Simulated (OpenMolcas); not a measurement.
Er4+: effect of the basis set

- Program: OpenMolcas 26.06
- Method: CASSCF
- Active space: 10 electrons in 7 orbitals (4f)
- State averaging: 2S+1 = 5 even, 35 roots; 2S+1 = 3 even, 210 roots (148 in the spin-orbit step); 2S+1 = 1 even, 196 roots (105 in the spin-orbit step)
- Spin-orbit coupling: RASSI with atomic mean-field integrals over the reference wave functions, term energies averaged over their components

A. ANO-R1 [7s5p3d2f], X2C, finite nucleus; cost about 4 core-minutes
B. ANO-RCC-VDZP [7s6p4d2f1g], DKH2, point nucleus; cost roughly 2.4 core-minutes
C. ANO-R2 [9s6p4d3f1g], X2C, finite nucleus; cost roughly 4 core-minutes
D. ANO-RCC-VTZP [8s7p5d3f2g1h], DKH2, point nucleus; cost about 3 core-minutes
E. ANO-RCC-VQZP [9s8p6d4f3g2h], DKH2, point nucleus; cost roughly 3 core-minutes
F. ANO-R3 [10s8p5d5f3g2h], X2C, finite nucleus; cost of the order of 3 core-minutes

Energies in cm-1 above 4f10 5I8.

| Level | A | B | C | D | E | F |
| --- | --- | --- | --- | --- | --- | --- |
| 4f10 5I8 | 0.0 | 0.0 | 0.0 | 0.0 | 0.0 | 0.0 |
| 4f10 5I7 | 6297 | 6253 | 6078 | 6083 | 6088 | 6094 |
| 4f10 5I6 | 10737 | 10663 | 10401 | 10408 | 10416 | 10426 |
| 4f10 5I5 | 13950 | 13856 | 13556 | 13564 | 13573 | 13584 |
| 4f10 5I4 | 16508 | 16397 | 16052 | 16062 | 16071 | 16084 |
| 4f10 5F5 | 22160 | 22038 | 22168 | 22166 | 22161 | 22158 |
| 4f10 5S2 [65 %] | 25510 | 25368 | 25487 | 25486 | 25481 | 25478 |
| 4f10 3K8(1) [74 %] | 26239 | 26086 | 26217 | 26215 | 26209 | 26205 |
| 4f10 5F4 | 26309 | 26158 | 26160 | 26162 | 26161 | 26163 |
| 4f10 5F3 | 28730 | 28563 | 28514 | 28518 | 28518 | 28522 |
| 4f10 5F1 | 30636 | 30457 | 30418 | 30421 | 30421 | 30424 |
| 4f10 3H6(1) [50 %] | 32207 | 32022 | 32174 | 32172 | 32166 | 32162 |
| 4f10 3K7(1) | 32292 | 32096 | 32085 | 32087 | 32088 | 32089 |
| 4f10 3L9 | 36508 | 36297 | 36469 | 36467 | 36459 | 36454 |
| 4f10 3K6(1) [72 %] | 37177 | 36949 | 36865 | 36869 | 36873 | 36877 |
| 4f10 5G5 [69 %] | 38200 | 37978 | 37982 | 37985 | 37984 | 37986 |
| 4f10 5G3 [63 %] | 40549 | 40316 | 40372 | 40373 | 40370 | 40370 |
| 4f10 5G2 [52 %] | 42507 | 42261 | 42313 | 42314 | 42311 | 42311 |
| 4f10 3L8 [67 %] | 43082 | 42822 | 42816 | 42818 | 42819 | 42821 |
| 4f10 3P1 [61 %] | 43521 | 43262 | 43281 | 43283 | 43280 | 43282 |
| 4f10 3D3 [67 %] | 43722 | 43462 | 43493 | 43494 | 43492 | 43493 |
| 4f10 3M10 | 44039 | 43784 | 43979 | 43977 | 43967 | 43962 |
| 4f10 1L8 [62 %] | 45696 | 45423 | 45505 | 45504 | 45502 | 45501 |
| 4f10 3P0 | 47320 | 47036 | 47061 | 47063 | 47061 | 47062 |

Among A to F the level of the table that moves most is 4f10 5I4, by 460 cm-1 (lowest in C, highest in A).

High states are left out of the spin-orbit mixing, which shifts the levels that they would mix with. Without dynamic correlation excited terms often stand tens of per cent too high (terms of higher spin than the ground term too low), and those without a measured partner can miss by more than the paired ones. The basis is small and was not contracted for so high a charge (holds for A; B). Levels of configurations outside the active space are missing. Levels that lie high or do not pair safely by name in every column are left out.

A share in square brackets marks a mixed level and gives the weight of the term that names it, the lowest over the columns. A number in round brackets counts repeated terms of one configuration in the order of the reference energies.
